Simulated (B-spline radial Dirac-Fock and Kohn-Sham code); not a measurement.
Z = 76 (osmium), transition energy 840 keV. Calculated with an atomic code on a B-spline grid, using a Dirac-Hartree-Slater potential of the neutral atom with a Latter tail (no hole, which puts coefficients of high multipoles low close above an edge), finite nucleus with surface currents. Subshells that would emit electrons below 1 keV are left out.

Task: A pure transition shows α(K) = 0.0263, L1/L2 = 1.00 and L1/L3 = 5.62. What is its multipolarity?
A. M2
B. M1
C. E3
D. M4
E. E1
F. E4
G. E2
H. M3

Result: F. For comparison, α(K), L1/L2, L1/L3 are E1 0.00228, 13.5, 17.0; E2 0.00572, 3.67, 10.4; E3 0.0126, 1.64, 7.51; M1 0.0146, 12.9, 126; M2 0.0367, 9.05, 58.2; M3 0.0740, 6.48, 17.9; M4 0.143, 4.93, 7.76.
